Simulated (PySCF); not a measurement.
**Molecular orbitals of TaC⁺**

ωB97M-V at R = 1.862 Å; Ta def2-TZVPPD with ECP60, C def2-TZVPPD; scalar-relativistic core potentials (PySCF 2.14). State: quintet, unpaired electrons σ ↑↑, π ↑, δ ↑, a mixture of terms (⟨Lz²⟩ = 4.6). Only the outer orbitals are listed, counted within each symmetry, core potentials removing the inner ones.

```tsv
spin	orbital	occ.	ε (eV)	on Ta (%)	main shells (%)
α	4σ	1	-25.12	21	78 C s, 10 Ta d
α	5σ	1	-16.87	29	58 C p, 29 Ta d, 12 C s
α	2π	1	-16.59	42	57 C p, 40 Ta d
α	2π	1	-16.10	45	54 C p, 43 Ta d
α	1δ	1	-14.79	100	100 Ta d
α	6σ	1	-14.50	103	76 Ta s, 27 Ta d
α	1δ	0	-6.68	100	90 Ta d, 9 Ta s
α	3π	0	-6.01	77	42 Ta d, 34 Ta p, 22 C p
α	3π	0	-5.73	75	39 Ta d, 36 Ta p, 24 C p
β	1π	1	-49.45	100	100 Ta p
β	1π	1	-49.05	100	100 Ta p
β	4σ	1	-22.83	24	73 C s, 11 Ta d
β	2π	1	-15.03	51	49 Ta d, 48 C p
β	2π	0	-7.70	54	52 Ta d, 45 C p
β	5σ	0	-7.62	51	29 Ta s, 28 C p, 21 C s
β	6σ	0	-6.93	101	64 Ta s, 36 Ta d
```

Task: Which are the highest filled and the lowest empty level, where do they sit, and how wide is the gap?

Result: Highest filled α 6σ at -14.50 eV (in %: 76 Ta s, 27 Ta d); lowest empty β 2π at -7.70 eV (in %: 52 Ta d, 45 C p); the gap at ωB97M-V is 6.80 eV.

| Property | Result |
| --- | --- |
| bond order (Mayer) | 2.26 |
| ⟨S²⟩ | 6.008 |
| charge on Ta (Mulliken, basis-dependent) | 0.90 |
| charge on Ta (Löwdin, basis-dependent) | 1.07 |
| dipole moment (positive dipole points towards C; it is taken about the centre of mass and depends on that origin) | -2.41 D |

Shares are Mulliken populations and can fall outside 0 to 100 %.

Spin–orbit coupling is left out. The state is the lowest single determinant that the PBE0 search found; with open d or f shells the true ground state can be another one.
